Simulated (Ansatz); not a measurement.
Basis sets compared for TePb3Cl4 (the lowest singlet isomer of a short search). Total charge 0; singlet. Geometry r2SCAN-D4/def2-SVP. Ansatz on 4 threads of Arm Neoverse N1 on a shared host; times are rough, and most runs start from earlier orbitals.

```xyz
8

Pb    0.175   -0.049    2.206
Pb   -1.845   -0.735   -0.977
Pb    1.738    0.599   -1.232
Te    0.738   -1.989   -0.040
Cl   -0.284    0.158   -3.141
Cl    2.596    1.136    1.393
Cl   -2.509   -0.765    1.758
Cl   -0.610    1.644    0.033
```

In the def2 sets Pb, Te take a core potential; there is no spin–orbit coupling. The structure comes from a short search, and lower isomers may exist.

Binding counts from free atoms (Pb triplet, Te triplet, Cl doublet) in the same basis, without a counterpoise term.

```json
{"level": "PBE-D4/def2-SVP", "functions": "176", "energy (Eh)": "-2686.6233", "HOMO (eV)": "-5.92", "LUMO (eV)": "-2.79", "binding per atom (eV)": "3.04", "wall time": "5.5 s"}
{"level": "PBE-D4/def2-TZVP (with forces)", "functions": "348", "energy (Eh)": "-2687.2877", "HOMO (eV)": "-6.06", "LUMO (eV)": "-2.93", "binding per atom (eV)": "3.02", "wall time": "18 s"}
{"level": "PBE0-D4/def2-SVP", "functions": "176", "energy (Eh)": "-2686.6909", "HOMO (eV)": "-6.90", "LUMO (eV)": "-2.20", "binding per atom (eV)": "2.90", "wall time": "12 s"}
{"level": "PBE0-D4/def2-TZVP", "functions": "348", "energy (Eh)": "-2687.3421", "HOMO (eV)": "-6.99", "LUMO (eV)": "-2.30", "binding per atom (eV)": "2.88", "wall time": "44 s"}
{"level": "ωB97M-V/def2-TZVP", "functions": "348", "energy (Eh)": "-2687.5800", "HOMO (eV)": "-8.81", "LUMO (eV)": "-0.72", "binding per atom (eV)": "2.82", "wall time": "94 s"}
```

Estimate the rows for PBE-D4/def2-TZVPD, PBE0-D4/def2-TZVPD, ωB97M-V/def2-TZVPD.


| level | functions | energy (Eh) | HOMO (eV) | LUMO (eV) | binding per atom (eV) | wall time |
| --- | --- | --- | --- | --- | --- | --- |
| PBE-D4/def2-TZVPD | 411 | -2687.2913 | -6.09 | -2.97 | 3.01 | 23 s |
| PBE0-D4/def2-TZVPD | 411 | -2687.3453 | -7.00 | -2.33 | 2.88 | 61 s |
| ωB97M-V/def2-TZVPD | 411 | -2687.5840 | -8.83 | -0.79 | 2.82 | 2.3 min |
